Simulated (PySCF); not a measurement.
## Electron correlation in P⁺ (phosphorus, charge +1)

[Ne] 3s2 3p2, high-spin 3P determinant. All numbers are calculated (PySCF 2.14, scalar relativity by spin-free X2C-1e, in dyall-av3z (19s12p3d2f, 84 functions)). Frozen: [Ne]; 4 electrons correlated; the 26 highest virtual orbitals of each spin left out.

```tsv
level	correlation energy (mhartree)
CCSD	-83.09
(T)	-2.32
CCSD(T)	-85.41
```

Diagnostics: T1 = 0.0099, D1 = 0.0245, largest double amplitude 0.101.

Is a single reference adequate?

Mostly. T1 lies below 0.03, but a double amplitude of this size points to a near-degeneracy that CCSD handles and MP2 describes poorly.
